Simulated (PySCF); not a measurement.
Isomers of C6H7N, one GFN2-xTB conformer each. Single-point energies are computed at PBE0/pcSseg-1 (PySCF, gas phase, no added dispersion term), electronic only.

**Question.** Rank them by PBE0/pcSseg-1 energy, lowest first (kJ/mol).
A. `[N:1]#[C:2][CH2:3][CH:4]=[C:5]1[CH2:6][CH2:7]1` with C2–C3–C4–C5 119°
B. `[CH2:1]=[CH:2]/[CH:3]=[CH:4]/[CH2:5][C:6]#[N:7]` with C1–C2–C3–C4 180°, C3–C4–C5–C6 119°

**Answer.** B (0.0), A (60.4).

As drawn, the higher has a three-membered ring, which the lower lacks. GFN2-xTB itself gives, in the same order: 0.0, 12.2. Both levels put the same isomer lowest.

**Question.** Which frontier levels, dipoles and rotational constants go with these structures?

**Answer.** 
| SMILES | HOMO (eV, PBE0/pcSseg-1) | LUMO (eV) | dipole (D) | A, B, C (MHz) |
| --- | --- | --- | --- | --- |
| C=C/C=C/CC#N | -7.15 | -1.22 | 4.01 | 10514, 1001, 967.5 |
| N#CCC=C1CC1 | -7.84 | -0.29 | 4.37 | 8423, 1217, 1209 |
